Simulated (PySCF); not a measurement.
**Partial charges of [SnCl3]-**

Compound: [SnCl3]- (charge -1).
Cartesian coordinates in Å at the PBE0-D3(BJ)/def2-SVP level; atoms count from 1:
```
atom  x, y, z in Å
Sn1    0.0299    0.0076    0.9199
Cl2    2.1524   -0.0315   -0.3825
Cl3   -1.0785    1.8830   -0.2756
Cl4   -1.1038   -1.8592   -0.2618
```

Density: PBE0/pcSseg-1 (def2-TZVP on Sn) (PySCF); schemes: Mulliken and ESP-fitted. Geometry: PBE0-D3(BJ)/def2-SVP; no solvent, vibrations or thermal averaging. Atoms past krypton carry effective core potentials; spin–orbit coupling is left out. The pcSseg-1 basis has no diffuse functions, a weakness for an anion.

**Question.** For which atoms does the sign change between the 2 schemes (beyond +0.03 e in one, beyond −0.03 e in another)?

**Answer.** For none.

**Question.** Which atoms carry the lowest charge in the Mulliken and ESP-fitted schemes?

**Answer.** All schemes agree: Mulliken Cl2 (-0.488); ESP-fitted Cl2 (-0.383).

**Question.** At which atom do the 2 schemes differ most?

**Answer.** At Sn1: from +0.142 (ESP-fitted) to +0.460 e (Mulliken), 0.318 e apart.

**Question.** Tabulate the Mulliken and ESP-fitted charges.

**Answer.** In e:

| atom | environment | Mulliken | ESP-fitted |
| --- | --- | --- | --- |
| Sn1 | tin bonded to 3 Cl | +0.460 | +0.142 |
| Cl2 | chlorine bonded to Sn | -0.488 | -0.383 |
| Cl3 | chlorine bonded to Sn | -0.486 | -0.380 |
| Cl4 | chlorine bonded to Sn | -0.485 | -0.380 |

Mean size of the charges over all atoms: Mulliken 0.480 e, ESP-fitted 0.321 e. Each set sums to the total charge, -1, to within 0.001 e. The Mulliken scheme gives each basis function's population to the atom it is centred on and halves the overlap population of two atoms between them.

**Question.** How many electrons does the Mulliken scheme count on Cl4?

**Answer.** Z − q = 17 − (-0.485) = 17.485.

**Question.** Sum the charges by element, for elements with more than one atom.

**Answer.** 
```
element  atoms  Mulliken  ESP-fitted
     Cl      3    -1.460      -1.142
```
